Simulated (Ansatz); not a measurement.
Two isomers of CH4O2SSi: A = `O[Si]1(S)CO1`, B = `O=CS[SiH2]O`.

Gas-phase electronic energies from Ansatz, PBE0-D4/def2-TZVP geometries. CCSD(T)/CBS adds triple-zeta CCSD(T) − MP2 to the extrapolated MP2 energy (def2 sets, frozen cores). Functionals use def2-TZVPP. B3LYP here is the variant with VWN-RPA as its local correlation; programs differ in this. Each species was taken in one conformer, which may not be the lowest.

A:

Z-matrix (Å, degrees):
```
Si
S 1 2.100
C 1 1.796 2 126.1
O 1 1.625 2 103.9 3 -158.3
O 1 1.638 2 120.7 3 63.2
H 2 1.344 1 92.0 3 -23.7
H 3 1.088 1 123.2 2 6.4
H 3 1.089 1 123.1 2 -159.5
H 4 0.959 1 117.5 2 -171.1
```

B:

Z-matrix (Å, degrees):
```
Si
O 1 1.632
S 1 2.176 2 112.7
H 1 1.477 2 107.8 3 -114.5
H 1 1.480 2 113.2 3 120.9
H 2 0.962 1 113.5 3 -64.0
C 3 1.758 1 94.7 2 60.1
O 7 1.204 3 125.2 1 -4.9
H 7 1.103 3 112.5 1 175.6
```

Task: Which is lower in electronic energy at CCSD(T)/CBS, and by how much? (Best estimate.)

Result: Ansatz gave: A, by 19.3 kJ/mol.

Task: Give E(B) − E(A) in kJ/mol with PBE-D4, HF/def2-TZVPP, r2SCAN-D4, PBE0-D4, B3LYP, B2PLYP, CCSD(T)/def2-TZVPP. (An estimate is asked.)

Result: Ansatz gave: PBE-D4 2.7, HF/def2-TZVPP 1.2, r2SCAN-D4 11.8, PBE0-D4 14.4, B3LYP 3.6, B2PLYP 8.0, CCSD(T)/def2-TZVPP 15.0. None reverses the order clearly.

Largest T1 diagnostic: 0.016.

From PBE to PBE0 (25 % exact exchange), in def2-TZVPP and without D4, E(B) − E(A) moves by +11.5 kJ/mol. In def2-TZVPP, CCSD(T) changes the Hartree–Fock value by +13.8 kJ/mol (the triples alone add −4.1 kJ/mol) and MP2 by +19.1 kJ/mol.
